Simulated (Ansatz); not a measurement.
Geometry optimisation, Ansatz, RKS PBE0/def2-SVP.

input.yaml

```yaml
crystal:
  periodic: [false, false, false]
  atoms:
    - { symbol: Zn, position_ang: [-0.08173, -1.442704, -0.532916] }
    - { symbol: F, position_ang: [0.119839, -1.131987, 1.202865] }
    - { symbol: Cl, position_ang: [-0.231085, -1.98425, -2.547535] }
    - { symbol: H, position_ang: [-0.312047, 0.996513, 1.07323] }
    - { symbol: O, position_ang: [-0.189448, 1.603945, 0.328743] }
    - { symbol: H, position_ang: [0.694471, 1.958483, 0.475512] }
basis:
  gaussian: { orbitals: def2-SVP }
hamiltonian:
  xc: pbe0
relax:
  f_tol: 0.03
  max_steps: 50
```

Command:

```bash
$ ansatz run input.yaml --threads 2 --pin off --max-ram 3072MiB --backend cpu --events-out ev --progress --plain --runs-dir out
```

Q: Where does it end, and by what steps?

A: The run converged. After 9 steps the energy has fallen by 0.556 eV; Zn1 moved furthest, 0.54 Å. Joined: Zn1–O5.

```
step  energy less start (eV)  largest force component (eV/Å)  accepted
   0                  0.0000                           0.499       yes
   1                 -0.1350                           0.679       yes
   2                 -0.3312                           1.019       yes
   3                 -0.5091                           0.694       yes
   4                 -0.5392                           0.672       yes
   5                 -0.5361                           0.253        no
   6                 -0.5538                           0.205       yes
   7                 -0.5554                           0.048       yes
   8                 -0.5562                           0.045       yes
   9                 -0.5565                           0.016       yes
```

```xyz
6
Properties=species:S:1:pos:R:3
Zn -0.131 -0.926 -0.391
F -0.051 -1.072 1.410
Cl -0.108 -1.599 -2.395
H -0.051 0.734 1.112
O -0.171 1.100 0.208
H 0.512 1.763 0.055
```

Run time: 24 s on 2 threads of Arm Neoverse V1 (shared host), peak memory 0.18 GiB.
